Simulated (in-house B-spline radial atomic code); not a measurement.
Radial electron density of Ru³⁺, [Kr] 4d5. Computed with a radial B-spline atomic code at the basis-set limit: non-relativistic wB97X, spin-polarised, spherical fractional occupations, exact exchange averaged over the configuration, point nucleus.

Columns: r (bohr), 4πr²n(r) (electrons per bohr), bar.

```
 0.00149    1.458 #
 0.00181    2.091 #
 0.00221     3.01 ##
 0.00269    4.275 ###
 0.00328    6.034 ####
   0.004    8.423 #####
 0.00487    11.57 #######
 0.00593    15.63 ##########
 0.00723    20.73 #############
 0.00881     26.8 #################
  0.0107    33.52 ######################
  0.0131     40.8 ##########################
  0.0159    47.23 ##############################
  0.0194    52.25 ##################################
  0.0237    54.65 ###################################
  0.0288       54 ###################################
  0.0351    51.02 #################################
  0.0428    47.78 ###############################
  0.0522    47.26 ##############################
  0.0636    51.52 #################################
  0.0775    59.68 ######################################
  0.0944    67.19 ###########################################
   0.115    68.31 ############################################
    0.14    61.04 #######################################
   0.171    50.23 ################################
   0.208    45.04 #############################
   0.254    48.65 ###############################
   0.309    53.82 ###################################
   0.377    50.25 ################################
   0.459    36.39 #######################
   0.559    21.31 ##############
   0.681     13.8 #########
    0.83    13.46 #########
    1.01    13.92 #########
    1.23    11.45 #######
     1.5     7.13 #####
    1.83    3.431 ##
    2.23    1.299 #
    2.72   0.3699 
    3.31   0.0806 
    4.03  0.01262 
    4.92 0.001121
```

On this grid the curve has 4 maxima, near 0.0237, 0.115, 0.309, 1.01 bohr.

The 4p up radial function P(r) = rR(r), positive near the nucleus:

| r (bohr) | P |
| --- | --- |
| 0.00181 | 0.001197 |
| 0.00269 | 0.002594 |
| 0.004 | 0.005572 |
| 0.00593 | 0.01174 |
| 0.00881 | 0.0243 |
| 0.0131 | 0.04886 |
| 0.0194 | 0.0931 |
| 0.0288 | 0.166 |
| 0.0428 | 0.2657 |
| 0.0636 | 0.3553 |
| 0.0944 | 0.3383 |
| 0.14 | 0.09585 |
| 0.208 | -0.3372 |
| 0.309 | -0.5703 |
| 0.459 | -0.1493 |
| 0.681 | 0.6904 |
| 1.01 | 1.079 |
| 1.5 | 0.7121 |
| 2.23 | 0.2194 |
| 3.31 | 0.02682 |
